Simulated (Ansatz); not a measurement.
Species: MoH₃ (charge 0, quartet). The spin state was set by rule; other spins were not relaxed. 
Coordinates optimised at B3LYP-D3(BJ)/def2-TZVP (Ansatz, a first-principles code):
SMILES: [MoH3]
```xyz
4

Mo    -0.0369    -0.0051     0.0162
H      1.1812    -0.3629     1.1493
H      0.1828     1.6015    -0.4996
H      0.1843    -1.0225    -1.3298
```
Charge 0, spin multiplicity 4.

Total electronic energies in hartree. Cores are frozen in the correlated levels unless marked. UHF or UKS for open shells. No spin-orbit coupling. Frozen are the shells of the preceding noble gas and the d and f shells that filled before the atom's block. In def2 rows, elements after Kr have scalar-relativistic effective core potentials. STO-3G rows are all-electron and non-relativistic. Basis-set limits of correlation are two-point, X^-3; Hartree-Fock from the larger set. The bracket is a focal-point correction in the basis named.

The UHF reference is spin-contaminated (<S^2> 0.11 over the pure value in the largest basis). 

```json
[
 {"level": "PBE-D3(BJ)/def2-TZVPD", "program": "Ansatz + dftd3", "energy (Eh)": "-69.91116"},
 {"level": "revPBE/def2-TZVPD", "program": "Ansatz", "energy (Eh)": "-69.95707"},
 {"level": "PBE0/def2-TZVP", "program": "Ansatz", "energy (Eh)": "-69.87704"},
 {"level": "B2PLYP/def2-TZVPD", "program": "Ansatz", "energy (Eh)": "-69.69321"},
 {"level": "MP2/STO-3G", "program": "Ansatz", "energy (Eh)": "-3937.64385"},
 {"level": "SCS-MP2/def2-TZVPPD", "program": "Ansatz", "energy (Eh)": "-69.37424"},
 {"level": "CCSD(T)/def2-TZVPPD", "program": "Ansatz", "energy (Eh)": "-69.42550"},
 {"level": "RI-MP2/CBS(def2-TZVPPD,def2-QZVPPD)+[CCSD(T)-MP2]/def2-QZVPPD", "program": "Ansatz", "energy (Eh)": "-69.4433"},
 {"level": "CCSD(T)/CBS(def2-TZVPPD,def2-QZVPPD)", "program": "Ansatz", "energy (Eh)": "-69.4428"}
]
```

Totals of different functionals don't rank their quality; only differences between species are comparable.
